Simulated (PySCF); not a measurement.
These 2 structures share the formula C4H4N2Si. Theory: PBE0-D3(BJ)/def2-SVP geometry optimisation, gas phase in PySCF 2.14.0. One conformer each; no zero-point energy, no entropy. No frequencies were run at this level. Point groups hold within 0.08 Å.

Task: Rank from lowest to highest electronic energy at this level (kcal/mol).
A. `N#CC#C/C=N/[SiH3]`
B. `[CH:1]#[C:2][Si@H:3]([C:4]#[N:5])[N:6]=[CH2:7]` with C2–Si3–N6–C7 -2°

Result: B (0.0), A (12.7).

As drawn, the lower has an Si–C bond, which the higher lacks.

| SMILES | E (Eh) | E rel (kcal/mol) | dipole (D) | point group | A, B, C (MHz) |
| --- | --- | --- | --- | --- | --- |
| C#C[Si@H](C#N)N=C | -553.02491 | 0.0 | 4.91 | C1 | 2467, 1883, 1212 |
| N#CC#C/C=N/[SiH3] | -553.00463 | 12.7 | 4.22 | Cs | 29744, 597.8, 590.2 |

Task: How do the relative energies change in single points at B3LYP/pcSseg-1 (no added dispersion term) on the same geometries?

Result: 
| SMILES | PBE0-D3(BJ)/def2-SVP (kcal/mol) | B3LYP/pcSseg-1 (kcal/mol) | shift |
| --- | --- | --- | --- |
| C#C[Si@H](C#N)N=C | 0.0 | 0.0 | 0.0 |
| N#CC#C/C=N/[SiH3] | 12.7 | 15.9 | +3.2 |

Each column counts from its own lowest isomer. The order is unchanged; the largest shift is 3.2 kcal/mol.
